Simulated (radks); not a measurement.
Results of a calculation; reference values are marked as such.
Radial electron density D(r) = 4 pi r^2 rho(r) of an atom or ion with 57 electrons. Code: a radial shooting solver on a logarithmic mesh with Libxc functionals. Model: non-relativistic Kohn-Sham, TPSS, spin-polarised, spherical densities, point nucleus; meta-GGA in the generalised Kohn-Sham scheme.

```
   r/bohr * D(r) (the largest magnitude, 97.2, reaches the edge; | marks zero)
 0.004679 |            *
 0.005491 |               *
 0.006393 |                  *
 0.007442 |                      *
 0.008664 |                          *
  0.01017 |                              *
  0.01184 |                                  *
  0.01378 |                                      *
  0.01604 |                                        *
  0.01867 |                                         *
  0.02192 |                                        *
  0.02551 |                                       *
   0.0297 |                                     *
  0.03458 |                                    *
  0.04058 |                                     *
  0.04724 |                                        *
  0.05499 |                                             *
  0.06402 |                                                  *
  0.07453 |                                                      *
  0.08746 |                                                      *
   0.1018 |                                                  *
   0.1185 |                                             *
    0.138 |                                         *
   0.1619 |                                          *
   0.1885 |                                             *
   0.2195 |                                               *
   0.2555 |                                            *
   0.2974 |                                  *
    0.349 |                       *
   0.4063 |                 *
    0.473 |                 *
   0.5507 |                   *
   0.6462 |                   *
   0.7523 |                *
   0.8758 |           *
     1.02 |       *
    1.187 |    *
    1.393 |    *
    1.622 |   *
    1.888 |  *
    2.198 | *
    2.579 |*
    3.002 |*
    3.495 *
    4.069 *
    4.737 *
    5.559 *
    6.472 *
    7.534 *
    8.771 *
    10.29 *
```

What is the nuclear charge?

Answer. Z = 58. The innermost maximum, from 1s, lies near 1/Z = 0.0172 bohr (found: 0.0191), and its height grows with Z. The density is that of the cerium ion Ce+ in [Xe] 4f1 5d2; the configuration itself is not fixed sharply by these data, and Z only to a few units. D(r) has 4 maxima, at r = 0.0191, 0.0807, 0.218, 0.606 bohr, and minima at 0.0354, 0.147, 0.440 bohr, inside which lie 1.99, 11.39, 28.98 electrons.
